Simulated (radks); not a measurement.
Values are calculated unless marked as measured or tabulated.
The carbon anion C4-, [Ne], held by a Watson sphere: a shell of charge +4 at radius R that stands for the Madelung well of a crystal (potential energy -4/R inside, -4/r outside, in hartree with lengths in bohr). Level of theory: non-relativistic Kohn-Sham, PBE, spin-polarised, spherical densities, point nucleus (a radial shooting solver on a logarithmic mesh with Libxc functionals). Response by self-consistent Sternheimer equations with the Hartree and adiabatic LDA kernel. The sphere does not respond.

R (bohr)  e(1s) (eV)  e(2s) (eV)  e(2p) (eV)  <r> 2p (bohr)  sum of <r^2> (bohr^2)  X-ray form factor at sin(theta)/lambda = 0.3 1/angstrom  alpha (bohr^3)
1.6          -264.55     -18.206      -9.054          1.742                  28.56                                                    2.883           15.21
1.7          -264.79     -17.636      -8.673          1.802                  30.39                                                    2.773           17.23
2.03         -265.83     -15.879      -7.546          1.994                  36.76                                                    2.524           25.60
2.18         -266.31     -15.168      -7.093          2.081                  39.81                                                    2.459           30.43
2.33         -266.74     -14.518      -6.674          2.167                  42.96                                                    2.417           36.02
2.62         -267.44     -13.427      -5.955          2.333                  49.36                                                    2.382           49.47
3.13         -268.27     -11.992      -4.945          2.630                  61.70                                                    2.398           84.09
3.55         -268.66     -11.194      -4.321          2.881                  73.09                                                    2.427           126.3
3.79         -268.81     -10.863      -4.033          3.028                  80.15                                                    2.440           157.2
